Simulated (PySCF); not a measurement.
Series formyl-X, proton added: substituent effects on one reactive site. All species are isolated molecules in the gas phase. One relaxed conformer stands for each flexible species; it need not be the lowest. The site is fixed along the series; a substituent can offer a better one. Strings in code marks are SMILES.

Method: PBE-D3(BJ)/def2-TZVP // TPSSh-D3(BJ)/def2-TZVP (PySCF 2.14.0). All candidates: charge +1, multiplicity 1. Excitations are Tamm–Dancoff values on a coarser integration grid. The basis has no diffuse functions, so Rydberg states are missing or too high.

```
Quantity                                         Value
-------------------------------------------  ---------
HOMO                                         -13.47 eV
brightest of the four lowest singlets (TDA)    5.37 eV
T1 excitation (TDA)                            4.89 eV
```

Q: Name which member has these values.
A. `[H]/[O+]=C\S` (O–C–S–H torsion 0°)
B. `[H]/[O+]=C/O[SiH3]` (O–C–O–Si torsion 0°)
C. `[H]/[O+]=C\C1CC1` (O–C–C–C torsion 149°)
D. `[H]/[O+]=C\O` (H–O–C–O torsion 0°)

A: B, `[H]/[O+]=C/O[SiH3]` (O–C–O–Si torsion 0°). The others give `[H]/[O+]=C\S` (O–C–S–H torsion 0°): -14.05 eV, 6.54 eV, 3.85 eV; `[H]/[O+]=C\O` (H–O–C–O torsion 0°): -16.41 eV, 9.21 eV, 6.29 eV; `[H]/[O+]=C\C1CC1` (O–C–C–C torsion 149°): -13.26 eV, 6.68 eV, 4.20 eV
